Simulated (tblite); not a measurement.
Compound: C₄H₈F₂Si.
Atom-mapped SMILES: `[F:1][C@@H:2]1[CH2:3][SiH2:4][C@H:5]([F:6])[CH2:7]1` (hydrogens: H8 on C2; H9, H10 on C3; H11, H12 on Si4; H13 on C5; H14, H15 on C7)

Geometry (GFN2-xTB, Å), atoms numbered from 1 in this order:
```
atom  x, y, z in Å
F1    -1.505   -2.040    0.277
C2    -0.714   -0.933    0.519
C3    -1.387    0.332   -0.008
Si4    0.032    1.588   -0.204
C5     1.386    0.221   -0.035
F6     2.359    0.312   -1.019
C7     0.639   -1.103   -0.165
H8    -0.591   -0.891    1.609
H9    -1.836    0.096   -0.974
H10   -2.194    0.644    0.650
H11    0.090    2.218   -1.519
H12    0.116    2.546    0.899
H13    1.935    0.267    0.912
H14    1.194   -1.941    0.259
H15    0.471   -1.309   -1.224
```

Method: GFN2-xTB as coded in tblite; computed harmonic values from a numerical Hessian at the method's own geometry, unscaled. This tight-binding method is rough: wavenumbers can miss measured ones by several per cent, in bad cases by 10 to 20. Modes of hydrogen on silicon can be 10 to 20 % off. One conformer, not necessarily the lowest.

Harmonic wavenumbers (cm⁻¹): 76.2, 125.1, 250.5, 316.5, 361.7, 404.6, 447.1, 465.8, 480.7, 533.6, 637.8, 667.5, 752.5, 776.8, 782.0, 899.6, 952.0, 1011.5, 1038.3, 1055.1, 1080.5, 1116.2, 1184.9, 1216.3, 1236.4, 1257.6, 1300.0, 1304.4, 1325.7, 1468.7, 1487.1, 2276.2, 2316.9, 2908.4, 2915.4, 2986.4, 2991.4, 2998.1, 3022.1.

A = 3253, B = 1634, C = 1171 MHz; mass 122.036 u (most abundant isotopes); point group C1, symmetry number 1.

Question: What is the zero-point energy?

Answer: ½Σν̃ = 24214 cm⁻¹ = 289.66 kJ/mol.

Question: Give the ideal-gas entropy at 350 K and 1 bar in the rigid-rotor, harmonic-oscillator model (classical rotation).

Answer: Translation 172.11, rotation 120.56, vibration 89.42: S = 382.1 J/(mol K).

Question: And Cp and H(350 K) − H(0)?

Answer: Cp = 149.71 J/(mol K), of which vibrations give 116.45 (their classical limit is 39 R = 324.3); H(350 K) − H(0) = 29.91 kJ/mol without the zero-point energy, 18.27 from vibrations.

Question: Which modes carry the vibrational entropy at 350 K?

Answer: 76.2 cm⁻¹: 18.00; 125.1 cm⁻¹: 13.93; 250.5 cm⁻¹: 8.43; 316.5 cm⁻¹: 6.69; 361.7 cm⁻¹: 5.74; 404.6 cm⁻¹: 4.98 J/(mol K); the other 33 give 31.65 together.

Question: What must be added to the electronic energy to get the Gibbs energy at 350 K and 1 bar?

Answer: ZPE + [H(350 K) − H(0)] − T·S = 289.66 + 29.91 − 133.73 = 185.84 kJ/mol.

Question: Blend soft modes into free rotors: weight 1/[1 + (100 cm⁻¹/ν̃)⁴] for the oscillator and the rest for a rotor with moment μB/(μ + B), μ = h/(8π²ν), B = 10⁻⁴⁴ kg m². What vibrational entropy results?

Answer: 85.64 J/(mol K) in place of 89.42, which changes −T·S at 350 K by +1.32 kJ/mol.

Hindered rotation and anharmonicity are outside this model. Other conformers, if any are populated, would add a mixing term that is left out. The structure is chiral; the term R ln 2 for an equal mix with its mirror image is left out.
